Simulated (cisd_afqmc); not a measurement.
Input (AFQMC/CISD/cc-pV(D+d)Z; cisd_afqmc is a phaseless AFQMC code with CISD trial states that reads the integrals written by Ansatz): A basis named .json is the Basis Set Exchange file of that set.

Ansatz 0.2 input:
```python
import cisd_afqmc

open("ham.yaml", "w").write("""\
crystal:
  periodic: [false, false, false]
  atoms:
    - {symbol: Si, position_ang: [-0.52356256, 0.09397449, 0.03531456]}
    - {symbol: O, position_ang: [1.08191796, -0.25417687, -0.14617191]}
    - {symbol: H, position_ang: [-0.79228496, 1.54307403, -0.13960849]}
    - {symbol: H, position_ang: [-1.22286841, -0.67671194, -1.01113903]}
    - {symbol: H, position_ang: [-1.02187932, -0.30527516, 1.37508297]}
    - {symbol: H, position_ang: [1.71156486, 0.15668509, 0.45063593]}
basis:
  gaussian:
    orbitals: cc-pV_D+d_Z.json
magnetization: {spin_polarized: false}
correlation: {method: ccsd, electrons: outside_noble_gas, hamiltonian_folder: ham}
""")
rep = cisd_afqmc.ansatz("ham.yaml")
e_ccsd = rep["correlation"]["coupled_cluster"]["energy"]["hartree"]
out = cisd_afqmc.run("ham", e_ccsd, trial="CISD", walkers=100, populations=8, threads=8, dt=0.005, steps=40, early=24, settle=10, least=32,
    cut=5e-5, rank_cut=2e-4, target=0.0004, seconds=1500, seed=1, memory=17280, gpu=False)
```

Output:

```
orbitals 51, occupied [7], factors 301 of 555, rank of the doubles 131 of 308
E(HF) = -366.163703
E(CCSD) on the cut factors = -366.488387, shift to the whole factors -0.000013
Energy of the trial state on the determinant = -366.488404
  tau behind 7.2 of longer steps, mean of the populations' last blocks
   2.0  -366.49608
   4.0  -366.49467
   6.0  -366.49628
   8.0  -366.49584
blocks 343 (0 outliers left out), error by blocks joined: 1: 0.00022, 2: 0.00028, 4: 0.00034, 8: 0.00039, 16: 0.00038
E(AFQMC/CISD) = -366.49570 +/- 0.00039
```
